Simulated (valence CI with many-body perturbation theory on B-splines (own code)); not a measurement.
Forbidden lines of Se29+

Computed by configuration interaction combined with many-body perturbation theory (CI+MBPT): three valence electrons over a frozen Dirac-Fock core [He], radial functions for each j: 11 s, 11 p, 9 d, 7 f, 5 g, 2 h, 1 i, with the one-electron correlation potential Σ1 (screened to all orders), the two-electron term Σ2, the three-electron term Σ3, Breit, model QED; selected single and double excitations, second order for the rest (own B-spline code, finite nucleus).

The last digits are not significant, and no measured levels were compared; by estimate large intervals hold to a few tenths of a per cent, small ones and those within an open d or f shell to about a per cent.

Lines 1 to 12 of 12 in falling wavelength, among levels below 17165 × 10³ cm⁻¹, chosen from the decays that carry over 1 % of a level's rate. Wavelengths and rates use the calculated energies. Electric multipoles are in the length gauge, E1 and E2 with the static RPA response of the core. S is in atomic units (e²a₀⁴ for E2 and M2, e²a₀⁶ for E3), for M1 in squared Bohr magnetons. Weak lines are less certain than strong ones. Lines between different terms over intervals too small for the method are left out, as are lines whose strength nearly cancels. The highest levels of a list are the least certain.

Levels are named by their leading jj configuration (3d3/2^4 stands for four electrons in 3d with j = 3/2), which in mixed levels can hold well under half, so a name can repeat and another be missing. Letters in brackets count levels of one name in rising energy.

| λ vac (Å) | Upper | Lower | Type | A (s⁻¹) | S (a.u.) |
| --- | --- | --- | --- | --- | --- |
| 260.6 | (2s^2 2p3/2) J=3/2 | (2s^2 2p1/2) J=1/2 | M1 | 5.06e+05 | 1.33e+00 |
| 6.808 | (2s 2p3/2 3p3/2) J=7/2 | (2s 2p3/2^2) J=5/2 | E2 | 3.17e+09 | 3.31e-04 |
| 6.771 | (2s^2 3p1/2) J=1/2 | (2s^2 2p3/2) J=3/2 | E2 | 2.30e+10 | 5.86e-04 |
| 6.741 | (2s 2p1/2 3p3/2) J=5/2 | (2s 2p1/2 2p3/2) J=5/2 | E2 | 7.32e+09 | 5.46e-04 |
| 6.722 | (2s^2 3p3/2) J=3/2 | (2s^2 2p3/2) J=3/2 | E2 | 1.12e+10 | 5.48e-04 |
| 6.711 | (2s 2p3/2 3d5/2) J=9/2 | (2s 2p3/2^2) J=5/2 | M2 | 1.41e+08 | 1.72e-05 |
| 6.615 | (2s 2p3/2 3p3/2) J=7/2 | (2s 2p1/2 2p3/2) J=5/2 | E2 | 1.07e+10 | 9.70e-04 |
| 6.584 | (2s 2p1/2 3p3/2) J=5/2 | (2s 2p1/2^2) J=1/2 | E2 | 1.26e+10 | 8.37e-04 |
| 6.561 | (2s 2p3/2 3p3/2) J=7/2 | (2s 2p1/2 2p3/2) J=3/2 [a] | E2 | 9.47e+09 | 8.23e-04 |
| 6.553 | (2s^2 3p3/2) J=3/2 | (2s^2 2p1/2) J=1/2 | E2 | 1.19e+10 | 5.12e-04 |
| 6.471 | (2s 2p3/2 3d5/2) J=9/2 | (2s 2p1/2 2p3/2) J=3/2 [a] | E3 | 1.02e+07 | 1.54e-04 |
| 6.149 | (2p1/2 2p3/2 3d5/2) J=7/2 | (2s 2p1/2 2p3/2) J=3/2 [a] | E2 | 5.85e+10 | 3.68e-03 |
